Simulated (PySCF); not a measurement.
C3H6FGa, SMILES [CH]([Ga]([CH3])[F])=C.

Coordinates come from a ωB97X-D3(BJ)/def2-SVP optimisation. The structure was generated by enumeration; whether it is a known compound was not checked. Other conformers were not sampled.

All values below come from PySCF with TDA-B3LYP/def2-SVPD.

Vertical excitations. Isolated molecule, no solvent.

```csv
state,energy (eV),λ (nm),f,main pairs
S1,5.12,242,0.000,HOMO→LUMO 99 %
S2,6.39,194,0.197,"HOMO−1→LUMO 81 %, HOMO−1→LUMO+2 13 %"
S3,6.73,184,0.207,HOMO→LUMO+1 94 %
S4,6.77,183,0.007,"HOMO−1→LUMO+1 67 %, HOMO−2→LUMO 27 %"
S5,6.82,182,0.035,"HOMO−2→LUMO 50 %, HOMO−1→LUMO+1 30 %, HOMO→LUMO+2 17 %"
S6,7.04,176,0.002,"HOMO→LUMO+2 76 %, HOMO−2→LUMO 22 %"
S7,7.40,168,0.001,HOMO−4→LUMO 95 %
S8,7.68,161,0.023,HOMO→LUMO+3 94 %
S9,7.71,161,0.004,HOMO−3→LUMO 87 %
S10,7.78,159,0.019,HOMO−1→LUMO+3 97 %
T1,4.11,301,0,HOMO−1→LUMO 87 %
T2,4.74,262,0,HOMO→LUMO 97 %
T3,6.10,203,0,HOMO→LUMO+1 92 %
T4,6.27,198,0,"HOMO−2→LUMO 70 %, HOMO→LUMO+2 26 %"
```
Triplets are in the Tamm–Dancoff approximation.
